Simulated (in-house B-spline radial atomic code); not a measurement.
A fraction x of an electron is removed from 5p in La4+, starting from [Kr] 4d10 5s2 5p5 and keeping the highest spin. Computed with a B-spline radial code for spherical atoms: scalar-relativistic (X2C) BHandHLYP, spin-polarised, spherical fractional occupations, Fermi nucleus of rms radius 4.855 fm.

Caution: exact exchange at fractional occupations of open shells leaves self-interaction of up to several eV.

```
   x  E(x) - E(0) (eV)  5p down level (eV)
   0            0.0000             -57.605
0.02            1.1541             -57.800
0.21           12.3127             -59.661
0.25           14.7070             -60.054
0.38           22.5973             -61.336
 0.5           30.0288             -62.523
0.55           33.1673             -63.019
0.72           44.0244             -64.713
0.87           53.8439             -66.215
0.95           59.1733             -67.020
   1           62.5369             -67.524
```

The exact functional would give a straight line between the two integer points. Deviations E(x) - E(0) - x[E(1) - E(0)], in eV: -0.097 at x = 0.02, -0.82 at x = 0.21, -0.927 at x = 0.25, -1.167 at x = 0.38, -1.24 at x = 0.5, -1.228 at x = 0.55, -1.002 at x = 0.72, -0.563 at x = 0.87, -0.237 at x = 0.95.

The curve lies below the straight line by up to 1.24 eV (at x = 0.5): convex, the delocalisation error, to which spherically averaged exact exchange adds.

Question: How well does Slater's transition state (minus the level at half occupation) give the ionisation energy?

Answer: It gives 62.523 eV against 62.537 eV from the two total energies; NIST lists 61.60 eV, ground level to ground level. The end point has an open shell averaged over its orbitals, so its exact exchange keeps a self-interaction and this is no true integer point.
